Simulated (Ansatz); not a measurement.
Basis-set extrapolation for C4H8BF (`C=CB(F)CC`) (PBE0-D4/def2-TZVP geometry, frozen core, Ansatz). Multiplicity 1, RHF reference.

```tsv
	def2-TZVPP	def2-QZVPP
HF	-280.421276	-280.433862
MP2 correlation	-1.014179	-1.086959
CCSD(T) correlation	-1.104563	not run
```

Energies in hartree. Use E(X) = E(∞) + A·exp(−7.88·√X) for Hartree–Fock and E(X) = E(∞) + B·X^(−2.97) for correlation, with X = 3 and 4, and add CCSD(T) minus MP2 of the smaller set to the MP2 limit.

Question: What is the CCSD(T) energy at the basis-set limit?

Answer: HF limit: -280.433862 + (-0.012586) × 0.13774 = -280.43560. MP2 limit: -1.086959 + (-0.072780) × 0.74074 = -1.14087. Higher-order term: -1.104563 − (-1.014179) = -0.09038. Total: -281.66685 hartree, 370.2 kJ/mol below CCSD(T)/def2-TZVPP.
